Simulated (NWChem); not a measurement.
System: ethylene glycol (C2H6O2); SMILES OCCO

Input file for NWChem:

```
start job
memory heap 200 mb stack 900 mb global 1100 mb
geometry units angstroms noautosym nocenter noautoz
  O     -0.583103    -1.307559    -0.181237
  C      0.599196    -0.676016     0.254710
  C      0.555306     0.732905    -0.294144
  O     -0.594778     1.398969     0.134841
  H     -0.709594    -2.119064     0.317820
  H      0.645073    -0.629599     1.359940
  H      1.507621    -1.199099    -0.104554
  H      1.434202     1.297666     0.056114
  H      0.616010     0.683022    -1.401475
  H     -1.317427     0.774596    -0.013755
end
basis spherical
  O library 6-31+g*
  C library 6-31+g*
  H library 6-31+g*
end
dft
  xc xpbe96 cpbe96
  iterations 150
end
property
  response 1 0.0
end
task dft property
```

The geometry was optimised at PBE0/def2-SVP.

Static field.

Problem. Give the results of this calculation. (PBE/6-31+G* (spherical d).) Quantities: isotropic polarisability (bohr³); anisotropy (bohr³).

Solution. 
| Quantity | Result |
|---|---|
| isotropic polarisability (bohr³) | 35.8 |
| anisotropy (bohr³) | 4.0 |
